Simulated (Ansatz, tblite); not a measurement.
Cost and result up the ladder for Si(SH)Cl3 (SiHSCl₃) (6 atoms). Charge 0, multiplicity 1. Geometry: PBE0-D4/def2-SVP.

```xyz
6

Si   -0.400    0.045    0.126
S     1.051    0.089   -1.410
H     2.063   -0.249   -0.579
Cl   -2.174    0.539   -0.752
Cl    0.017    1.378    1.623
Cl   -0.558   -1.802    0.993
```

Ansatz on 4 threads of AMD EPYC 9R45 on a shared host; xTB runs through tblite on one thread. Times are rough, summed over both states, and most runs start from the orbitals of an earlier one. PBE0-D4/def2-TZVP serves as the yardstick here, not as an exact answer. The other state is a triplet.

The xTB rows come from tblite.

xTB has no spin-polarisation term.

```json
{"level": "PBE0-D4/def2-TZVP (with forces)", "functions": "191", "vertical triplet (eV)": "5.53", "difference from PBE0-D4/def2-TZVP (eV)": "0.00"}
{"level": "PBE-D4/def2-TZVP", "functions": "191", "vertical triplet (eV)": "5.27", "difference from PBE0-D4/def2-TZVP (eV)": "-0.26"}
{"level": "GFN1-xTB", "functions": "47", "vertical triplet (eV)": "7.22", "difference from PBE0-D4/def2-TZVP (eV)": "1.68"}
{"level": "GFN2-xTB", "functions": "46", "vertical triplet (eV)": "5.68", "difference from PBE0-D4/def2-TZVP (eV)": "0.14"}
{"level": "r2SCAN-D4/def2-TZVP", "functions": "191", "vertical triplet (eV)": "5.44", "difference from PBE0-D4/def2-TZVP (eV)": "-0.09"}
```

(1) Estimate how long each takes.

## Answers

(1) GFN1-xTB 0.011 s; GFN2-xTB 0.013 s; PBE-D4/def2-TZVP 1.9 s; r2SCAN-D4/def2-TZVP 3.7 s; PBE0-D4/def2-TZVP (with forces) 3.8 s. On shared hardware such times vary by a factor of up to 3.
